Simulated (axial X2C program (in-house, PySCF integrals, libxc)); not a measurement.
## InBr: nuclear properties from DFT to coupled cluster

Calculated with an axial X2C code built on PySCF integrals: two-component X2C with atomic mean-field Coulomb and Gaunt terms, Gaussian nuclei, basis In dyall-acv3z, Br dyall-acv3z with contracted cores.

R = 2.569 Å (near the PBE0 minimum at charge 0 of the determinant lowest at the starting distance; the state shown can have its own minimum elsewhere); state Ω = 0 (closed shell).

```
level  qzz In (a.u.)  qzz Br (a.u.)  μ (D)
 PBE0          -3.64           1.67  -3.55
   HF          -3.82           1.62  -3.65
B3LYP          -3.58           1.56  -3.58
```

qzz is the electric field gradient, eQq0 = 234.96 MHz × Q/barn × qzz; μ is positive if the Br end (last atom) is positive. The operators were transformed with the bare-nucleus X2C matrices; with these basis sets, hyperfine constants and field gradients can be off by tens of per cent, and where levels differ in sign neither size nor sign is settled.

Finite-field MP2, CCSD and CCSD(T), with 30 electrons correlated in 130 natural virtual spinors (MP2 remainder added):

```json
{"level": "MP2", "qzz In (a.u.)": "-3.34", "qzz Br (a.u.)": "1.48", "μ (D)": "-4.06"}
{"level": "CCSD", "qzz In (a.u.)": "-3.44", "qzz Br (a.u.)": "1.58", "μ (D)": "-3.85"}
{"level": "CCSD(T)", "qzz In (a.u.)": "-3.39", "qzz Br (a.u.)": "1.53", "μ (D)": "-3.78"}
```

T1 = 0.011 (Lee–Taylor). One unrestricted determinant, the lowest of a limited PBE0 search, is the reference; the functionals treat spin collinearly. Correlation of the inner shells is missing, which matters for properties at the nucleus. Number of frozen shells: In 4 s, 3 p, 1 d; Br 3 s, 2 p.

(1) By how much does correlation change each value, CCSD(T) against HF?

Answers

(1) qzz In -11 %; qzz Br -6 %; μ 4 %.
